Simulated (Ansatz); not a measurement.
Input file:

```yaml
crystal:
  periodic: [false, false, false]
  atoms:
    - { symbol: C, position_ang: [-0.850425, 1.150746, -0.316112] }
    - { symbol: B, position_ang: [0.326178, 0.091155, -0.144425] }
    - { symbol: Al, position_ang: [0.296139, -1.170011, 1.431892] }
    - { symbol: S, position_ang: [1.523739, -0.019134, -1.533714] }
    - { symbol: H, position_ang: [-0.435661, 2.161854, -0.113371] }
    - { symbol: H, position_ang: [-1.248526, 1.166159, -1.353956] }
    - { symbol: H, position_ang: [-1.712874, 1.007342, 0.365948] }
    - { symbol: H, position_ang: [-0.594111, -1.45626, 0.004499] }
    - { symbol: H, position_ang: [0.141612, -2.257499, 2.590169] }
    - { symbol: H, position_ang: [2.553939, -0.674351, -0.930932] }
basis:
  gaussian: { orbitals: def2-SVP }
hamiltonian:
  xc: pbe
  dispersion: d4
md:
  timestep: 0.5
  n_steps: 200
  ensemble: nve
  temperature: 100.0
  initial_velocities: maxwell_boltzmann
  seed: 6499
```

Run as:

```bash
$ ansatz run input.yaml --threads 2 --pin off --max-ram 3072MiB --backend cpu --events-out ev --progress --plain --runs-dir out
```

Hardware: 2 threads of Intel(R) Xeon(R) Platinum 8488C (Sapphire Rapids), on a shared host.

Problem. Roughly how long does this run take, and how much memory?

Solution. 3.1 min, with a peak of 0.15 GiB, for 201 ionic steps.
